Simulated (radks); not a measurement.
Results of a calculation; reference values are marked as such.
Excited configurations of He II: one electron is placed in a higher orbital outside the bare nucleus. The ground configuration is 1s1. Level of theory: non-relativistic Kohn-Sham, r2SCAN, spin-unpolarised, spherical densities, point nucleus; meta-GGA in the generalised Kohn-Sham scheme; without spin polarisation the odd electron is poorly described (a radial shooting solver on a logarithmic mesh with Libxc functionals). Excitation = E - E(ground); binding = E(ion) - E, where the ion is the core of charge +2; n* = 2/sqrt(2 binding) in atomic units, and the quantum defect is n - n*.

| outer orbital | excitation (eV) | binding (eV) | n* | quantum defect | eigenvalue (eV) | <r> (bohr) |
|---|---|---|---|---|---|---|
| 2s | 38.143 | 13.278 | 2.025 | -0.025 | -10.444 | 3.022 |
| 3p | 45.571 | 5.850 | 3.050 | -0.050 | -4.554 | 6.388 |
| 3d | 45.761 | 5.660 | 3.101 | -0.101 | -4.026 | 5.536 |
| 4s | 47.983 | 3.438 | 3.979 | 0.021 | -2.776 | 11.95 |
| 5d | 49.247 | 2.174 | 5.004 | -0.004 | -1.708 | 17.48 |
| 6p | 49.880 | 1.541 | 5.943 | 0.057 | -1.260 | 26.61 |
| 6f | 49.894 | 1.527 | 5.970 | 0.030 | -1.198 | 24.28 |

The Delta-SCF ionisation energy is 51.421 eV (NIST Atomic Spectra Database: 54.418 eV, theoretical). Self-interaction in the functional shifts the binding energies and quantum defects, so they are the method's values and not measured ones. Spin polarisation and multiplet splitting are left out, so open shells lie too high by an amount that depends on their filling.
